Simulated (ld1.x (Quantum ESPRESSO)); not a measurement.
**Before and after: ultrasoft potential for Cl (Z = 17)**

Cl (Z = 17), ultrasoft, made with ld1.x (Quantum ESPRESSO) 7.5 (revPBE, non-relativistic). Core [Ne], reference 3s2 3p5. Waves: 3s (bound): rcut 1.00, rcutus 1.10 bohr; 3s channel at -0.65 Ry: rcut 1.00, rcutus 1.10 bohr; 3p (bound): rcut 0.90, rcutus 1.25 bohr; 3p channel at 1.05 Ry: rcut 0.90, rcutus 1.25 bohr; 3d channel at -0.15 Ry: rcut 0.65, rcutus 0.85 bohr; 3d channel at 2.45 Ry: rcut 0.65, rcutus 0.85 bohr. Local part: all-electron potential smoothed inside 1.20 bohr (lloc = -1). Core correction: Bessel-smoothed model core, default radius (core density twice the valence density). Augmentation charge: PSQ, inside the norm-conserving radii.

Change: scalar-relativistic; removed wave 3d channel at 2.45 Ry: rcut 0.65, rcutus 0.85 bohr.

Cutoffs: the cutoffs (Ry, on a coarse ladder) from which the occupation-weighted sum of valence levels, in a spherical-Bessel basis at the reference potential, stays within 10 and 1 mRy of its value at 400 Ry; they do not see the model core or the augmentation charge, which bear on the density cutoff. Errors are all-electron minus pseudo energies relative to the spin-unpolarised reference configuration.

What does the change do?

The potential gets neither clearly harder nor softer (35 Ry and 70 Ry → 35 Ry and 70 Ry); both files keep a bound ghost (s); of the 7 tests that both files solve, the error grows in 6 and shrinks in 0 by more than 15 % and 0.3 meV (median size 0.4 → 1.6 meV).

```csv
quantity,base,changed
"cutoff, loose",35 Ry,35 Ry
"cutoff, tight",70 Ry,70 Ry
bound ghosts,s,s
"error for 3s2 3p4, meV [ΔE 13.86 → 13.85 eV]",+0.1,-1.0
"error for 3s2 3p3, meV [ΔE 39.30 → 39.27 eV]",+0.4,-1.9
"error for 3s2 3p2, meV [ΔE 77.59 → 77.55 eV]",-0.6,-3.7
"error for 3s2 3p4.5, meV [ΔE 5.57 → 5.57 eV]",0.0,-0.5
"error for 3s1 3p6, meV [ΔE 11.99 → 12.17 eV]",-1.2,-1.6
"error for 3s2 3p5.3, meV [ΔE -2.13 eV]",0.0,+0.3
"error for 3s2 3p1, meV [ΔE 129.80 → 129.77 eV]",-7.2,-9.6
s: phases at 1.35 bohr within 0.05 rad from the reference energy up to (Ry; the scan ends near 5),to the end of the scan,to the end of the scan
p: phases at 1.35 bohr within 0.05 rad from the reference energy up to (Ry; the scan ends near 5),to the end of the scan,to the end of the scan
d: phases at 1.35 bohr within 0.05 rad from the reference energy up to (Ry; the scan ends near 5),to the end of the scan,to the end of the scan
lowest overlap eigenvalue by channel,"s 0.61, p 0.74, d 0.93","s 0.60, p 0.74, d 1.00"
```

 A true bound ghost makes a file unfit for plane-wave use even where its test errors are small: the radial tests pick states by their node count and pass the ghost by.
